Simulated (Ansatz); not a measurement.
CH3BOS, SMILES `B1OCS1`, relaxed with RKS PBE0-D4/def2-TZVP in Ansatz from a PBE-D4/def2-SVP geometry. The force threshold is 0.005 eV/Å; the program also tests the step.

Charge 0, multiplicity 1.

Start:

```xyz
7

B    -0.301    0.095   -1.141
O    -0.956   -0.260    0.020
C     0.179   -0.085    0.867
S     1.365    0.439   -0.474
H    -0.784    0.136   -2.248
H     0.014    0.710    1.622
H     0.483   -1.035    1.353
```

Task: How much energy does the relaxation release, and in how many steps? (An estimate is asked.)

Result: Computed: 0.76 kcal/mol, in 5 steps.

Task: Which bonds change most? (Best estimate.)

Result: Ansatz gave: C3–S4 from 1.865 to 1.836 Å; B1–H5 from 1.208 to 1.188 Å; C3–H6 from 1.109 to 1.090 Å; C3–H7 from 1.109 to 1.090 Å.

Task: Give the relaxed structure. (Estimate.)

Result: The calculation gave: 
```xyz
7

B    -0.301    0.094   -1.136
O    -0.945   -0.257    0.020
C     0.186   -0.083    0.864
S     1.346    0.433   -0.463
H    -0.775    0.135   -2.224
H     0.014    0.700    1.602
H     0.476   -1.021    1.337
```
